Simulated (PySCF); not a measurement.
## Rh: ionisation energy

Rh [Kr] 4d8 5s1 (4F) → Rh⁺ [Kr] 4d8 (3F), as a difference of total energies. Computed with PySCF 2.14 in aug-cc-pwCVDZ-PP with ECP28MDF, with scalar relativity through the core potential. Correlated levels: valence and next inner shell: nothing frozen outside the core potential. The calculations carry no spin-orbit coupling.

```
                                method  ionisation energy (eV)  error (eV)
                                   UHF                   6.314      -1.165
    MP2 (valence and next inner shell)                   7.464      -0.015
SCS-MP2 (valence and next inner shell)                   7.214      -0.265
   CCSD (valence and next inner shell)                   7.317      -0.162
CCSD(T) (valence and next inner shell)                   7.417      -0.062
```

Reference: 7.479 eV (measured; NIST levels, between the centres of gravity of the two terms).

Errors of the correlated levels include the incompleteness of this basis.
